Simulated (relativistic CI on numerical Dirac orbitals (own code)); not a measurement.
# Tc⁶⁺: resonant inelastic scattering at the L2,3 edge

Computed with this model: Dirac-Coulomb-Breit CI, KLI orbitals optimised for each configuration, QED by a radiative potential, valence Slater integrals scaled by 0.7, Kramers-Heisenberg scattering through one core-hole configuration in a parametric crystal field; configurations [Kr] 4d → [He] 2s2 2p5 3s2 3p6 3d10 4s2 4p6 4d2; 80 K; core-hole width 0.96 eV; summed over polarisations. Incident energies are the highest absorption maxima for each field (at most a few, so the weaker spin-orbit partner edge can be absent), on the computed scale of the free ion. Intensities are in per cent of the strongest line above 0.02 eV; levels within 1 cm⁻¹ are merged; final levels count from the ground level, the first row holds all elastic scattering, lines under 0.4 are left out and each table stops after 24 rows. The scale of the Slater integrals is a model choice and moves the terms in proportion.

Field parameters in Wybourne normalisation: Oh B⁴₀ = 21Dq, B⁴₄ = √(5/14) B⁴₀. The field is a parameter set, without covalency.

S is read from ⟨S²⟩ = S(S + 1).

Oh, 10Dq = 8500 cm⁻¹:

```
Final level (eV)  Degeneracy  Irrep     S  2692.3 eV  2806.4 eV  2807.6 eV
           0.000           4     Γ8  0.50     1301.9      155.5      174.5
           0.278           2     Γ7  0.50      100.0       12.5       13.6
           1.203           4     Γ8  0.50       74.3        6.1       17.6
```

Oh, 10Dq = 19250 cm⁻¹:

```csv
Final level (eV),Degeneracy,Irrep,S,2690.6 eV,2691.7 eV,2693 eV
0.000,4,Γ8,0.50,322.5,530.5,1062.1
0.260,2,Γ7,0.50,22.1,72.5,74.8
2.500,4,Γ8,0.50,9.0,57.8,100.0
```

Oh, 10Dq = 29950 cm⁻¹:

```
Final level (eV)  Degeneracy  Irrep     S  2690.1 eV  2692.5 eV  2693.8 eV
           0.000           4     Γ8  0.50      343.7      341.9      755.3
           0.254           2     Γ7  0.50       38.8       30.3       42.1
           3.816           4     Γ8  0.50        2.9       48.8      100.0
```

For the first field the strongest loss at the lowest incident energy is the level at 0.28 eV (S = 0.50, against 0.50 in the thermal ground state).
